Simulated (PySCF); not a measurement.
AlBr₃. Atoms are numbered in the order given.

```xyz
4

Al     0.0000     0.0000     0.0000
Br    -2.2416     0.0000     0.0000
Br     1.1208     1.9413     0.0000
Br     1.1208    -1.9413     0.0000
```
Charge 0, spin multiplicity 1.

Coordinates come from a B3LYP-D3(BJ)/def2-SVP optimisation. The isomer is the one that the SMILES or the coordinates give; other isomers of the formula were not compared.

All values below come from B3LYP-D3(BJ)/def2-SVP run with PySCF 2.14.0.

Frequencies are harmonic and unscaled.

Modes within 1.5 cm⁻¹ of each other (mostly degenerate sets) share a row, with their intensities summed.

Computed vibrational spectrum:
| mode | ν (cm⁻¹) | IR (km/mol) | Raman (Å⁴/amu) | depolarisation | moving atoms (share of kinetic energy) |
|---|---|---|---|---|---|
| 1–2 | 92 | 4.5 | 4.3 | 0.75 | Br 93 % |
| 3 | 171 | 18.7 | 0.0 | – | Al 90 %, Br 10 % |
| 4 | 230 | 0.0 | 10.6 | 0.09 | Br 100 % |
| 5–6 | 510 | 284.7 | 2.6 | 0.75 | Al 83 %, Br 17 % |
